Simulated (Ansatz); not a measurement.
Species: C₅H₇Si, net charge 0, doublet state. It need not be the lowest isomer of its formula. SMILES: C1C=C[C]=C1[SiH3]
Geometry from a B3LYP-D3(BJ)/def2-TZVP (Ansatz, a first-principles code) optimisation:
```
C
C 1 1.3337
C 2 1.4511 1 115.24
C 3 1.3457 2 106.34 1 0.00
H 3 1.0787 4 127.58 2 -180.00
H 4 1.0808 3 126.57 5 0.00
C 4 1.5040 6 123.69 3 -180.00
H 7 1.0957 4 111.65 6 -59.64
H 7 1.0957 8 106.65 4 -122.20
Si 1 1.8497 2 129.19 3 180.00
H 10 1.4790 1 109.71 2 0.00
H 10 1.4844 11 109.40 1 121.41
H 10 1.4844 11 109.40 12 117.18
```
Charge 0, spin multiplicity 2.

Atomisation energy built up term by term with Ansatz (kcal/mol; UHF references for open shells; valence terms freeze the core; atomic spin-orbit terms are left out). Basis-set limits of correlation are two-point, X^-3; Hartree-Fock from the larger set.

The UHF reference is spin-contaminated (<S^2> 0.48 over the pure value in the largest basis). 

```tsv
term	basis	kcal/mol
Hartree-Fock	cc-pV(Q+d)Z	954.01
CCSD correlation	CBS(cc-pV(T+d)Z,cc-pV(Q+d)Z)	291.08
(T)	CBS(cc-pV(T+d)Z,cc-pV(Q+d)Z)	23.24
core correlation	cc-pwCVTZ	5.29
scalar relativity (X2C)	cc-pVTZ-DK against cc-pVTZ	-1.49
sum: De		1272.1
```

(T) makes 1.8 % of the CCSD(T) atomisation energy; under 5 % is typical of single-reference molecules.
